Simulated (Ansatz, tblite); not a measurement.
Removing and adding an electron: Si₅Te₃. Total charge 0; singlet. Geometry: PBE-D4/def2-SVP. Ansatz, gas phase; energy differences of separate SCF runs; the oxidised species was run as a doublet alone; the reduced species was run as a doublet alone.

```csv
atom,x (Å),y (Å),z (Å)
Si1,0.3454,-2.1093,0.6736
Si2,-0.1609,-1.2322,-1.7545
Si3,-0.1854,2.0744,1.1428
Si4,1.4474,1.8033,-0.5435
Si5,-1.9328,-0.9397,0.0743
Te6,-1.0932,1.3824,-1.2805
Te7,-0.6097,-0.2573,2.2881
Te8,2.1893,-0.7216,-0.6004
```

In the def2 sets Te takes a core potential; there is no spin–orbit coupling. The xTB rows come from tblite. Correlated methods freeze 37 core orbitals; core or outer-core shells of Te are correlated, in sets that lack core-valence functions. The structure comes from a short search, and lower isomers may exist.

```json
{"level": "GFN1-xTB", "−HOMO (eV)": "8.18", "vertical IE (eV)": "9.90", "−LUMO (eV)": "7.21", "vertical EA (eV)": "5.49", "HOMO–LUMO gap (eV)": "0.97", "IE − EA (eV)": "4.42", "remarks": "–"}
{"level": "GFN2-xTB", "−HOMO (eV)": "6.63", "vertical IE (eV)": "8.98", "−LUMO (eV)": "5.21", "vertical EA (eV)": "2.94", "HOMO–LUMO gap (eV)": "1.42", "IE − EA (eV)": "6.04", "remarks": "–"}
{"level": "PBE-D4/def2-TZVP", "−HOMO (eV)": "5.02", "vertical IE (eV)": "7.04", "−LUMO (eV)": "3.42", "vertical EA (eV)": "–", "HOMO–LUMO gap (eV)": "1.61", "IE − EA (eV)": "–", "remarks": "–"}
{"level": "PBE-D4/def2-TZVPD", "−HOMO (eV)": "5.04", "vertical IE (eV)": "–", "−LUMO (eV)": "3.44", "vertical EA (eV)": "1.64", "HOMO–LUMO gap (eV)": "1.60", "IE − EA (eV)": "–", "remarks": "HOMO above zero (-1 doublet)"}
{"level": "PBE0-D4/def2-TZVP", "−HOMO (eV)": "5.80", "vertical IE (eV)": "7.11", "−LUMO (eV)": "2.87", "vertical EA (eV)": "–", "HOMO–LUMO gap (eV)": "2.93", "IE − EA (eV)": "–", "remarks": "–"}
{"level": "PBE0-D4/def2-TZVPD", "−HOMO (eV)": "5.80", "vertical IE (eV)": "–", "−LUMO (eV)": "2.88", "vertical EA (eV)": "1.66", "HOMO–LUMO gap (eV)": "2.92", "IE − EA (eV)": "–", "remarks": "–"}
{"level": "B2PLYP/def2-TZVP", "−HOMO (eV)": "–", "vertical IE (eV)": "7.07", "−LUMO (eV)": "–", "vertical EA (eV)": "–", "HOMO–LUMO gap (eV)": "–", "IE − EA (eV)": "–", "remarks": "–"}
{"level": "B2PLYP/def2-TZVPD", "−HOMO (eV)": "–", "vertical IE (eV)": "–", "−LUMO (eV)": "–", "vertical EA (eV)": "1.54", "HOMO–LUMO gap (eV)": "–", "IE − EA (eV)": "–", "remarks": "–"}
```

   A HOMO above zero means that the electron is unbound at that level or that self-interaction error raises the level; the energy of removing that electron tells which. Raw xTB energy differences between charge states are shifted by several eV; the methods need an empirical correction for them.
